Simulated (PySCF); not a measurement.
Can point charges reproduce the dipole moment of `CNP(C)C(C)C`?

Coordinates (GFN2-xTB, Å) and charges (e) from the PBE0/pcSseg-1 density (PySCF):

```tsv
atom	x	y	z	Mulliken	IAO	Hirshfeld	ESP-fitted
C1	2.552	-0.629	0.906	-0.1104	-0.3040	-0.0766	-0.2914
N2	1.595	0.421	0.594	-0.6609	-0.6150	-0.1950	-0.4377
P3	0.698	0.236	-0.878	+0.4927	+0.5859	+0.1757	-0.2358
C4	-0.044	1.931	-0.847	-0.5224	-0.6172	-0.1698	-0.2832
C5	-0.721	-0.783	-0.164	-0.5571	-0.2690	-0.0655	+0.3477
C6	-1.393	-0.171	1.057	-0.2152	-0.4216	-0.1282	-0.3258
C7	-1.723	-1.088	-1.272	-0.2172	-0.4173	-0.1248	-0.5294
H8	2.877	-0.513	1.942	+0.1175	+0.1462	+0.0430	+0.1072
H9	3.438	-0.628	0.262	+0.0999	+0.1191	+0.0293	+0.1205
H10	2.060	-1.595	0.806	+0.1125	+0.1417	+0.0419	+0.1440
H11	2.067	1.322	0.587	+0.1919	+0.2418	+0.1075	+0.3732
H12	-0.952	1.938	-1.446	+0.1450	+0.1543	+0.0442	+0.1258
H13	0.662	2.628	-1.297	+0.1462	+0.1529	+0.0402	+0.1389
H14	-0.262	2.238	0.174	+0.1415	+0.1469	+0.0402	+0.0493
H15	-0.249	-1.728	0.138	+0.1463	+0.1307	+0.0329	+0.0590
H16	-2.014	0.676	0.775	+0.1060	+0.1291	+0.0340	+0.0976
H17	-2.031	-0.909	1.541	+0.1109	+0.1359	+0.0363	+0.0638
H18	-0.645	0.162	1.773	+0.1300	+0.1487	+0.0275	+0.0759
H19	-2.229	-0.180	-1.596	+0.1048	+0.1297	+0.0347	+0.1661
H20	-2.478	-1.791	-0.923	+0.1180	+0.1396	+0.0401	+0.1164
H21	-1.217	-1.521	-2.133	+0.1201	+0.1417	+0.0332	+0.1178
```

Task: Form Σ q r in debye for every column and set it beside the full dipole.

Result: The full density gives (0.38, 0.49, 0.60) D, 0.86 D in size; dipole vectors point from the negative to the positive end.

| scheme | μx | μy | μz | size (D) | share of the full size (%) | angle to the full dipole (°) |
| --- | --- | --- | --- | --- | --- | --- |
| Mulliken | 0.52 | -0.64 | -1.39 | 1.61 | 187 | 133 |
| IAO | 1.18 | -0.66 | -1.80 | 2.25 | 262 | 119 |
| Hirshfeld | 0.89 | 0.07 | -0.53 | 1.04 | 121 | 86 |
| ESP-fitted | 0.38 | 0.52 | 0.52 | 0.83 | 97 | 5 |

Task: Which set comes closest?

Result: Length of the difference vector: ESP-fitted 0.08 D, Hirshfeld 1.31 D, Mulliken 2.28 D, IAO 2.78 D. Closest: ESP-fitted. The schemes that divide the density aren't constrained to reproduce the dipole.

Task: What is left for the Hirshfeld atoms' own dipoles?

Result: The shares of the density sum to the whole, so what Σ q r misses lies in dipoles about the nuclei. The atomic dipoles sum to (0.38, 0.49, 0.60) − (0.89, 0.07, -0.53) = (-0.51, 0.42, 1.13) D, 1.31 D in size.

Task: With the origin at the mean of the coordinates, (0.000, 0.001, 0.000) Å, which are the largest single terms, by size, of the Mulliken dipole along the direction of the full one?

Result: N2 -4.32, C7 +2.36, C5 +2.35, H11 +1.91, H21 -1.66 D; all 21 atoms together -1.09 D. The single terms depend on the origin, their sum doesn't.

Task: Give the size of the full dipole in other units.

Result: 0.86 D = 0.339 au = 0.179 e·Å = 2.87 × 10⁻³⁰ C·m.

The structure is a single GFN2-xTB conformer in the gas phase; no vibrational or solvent corrections.

The values belong to the conformer `[CH3:1][NH:2][P:3]([CH3:4])[CH:5]([CH3:6])[CH3:7]`: C1–N2–P3–C4 -170°, N2–P3–C5–C6 53°.
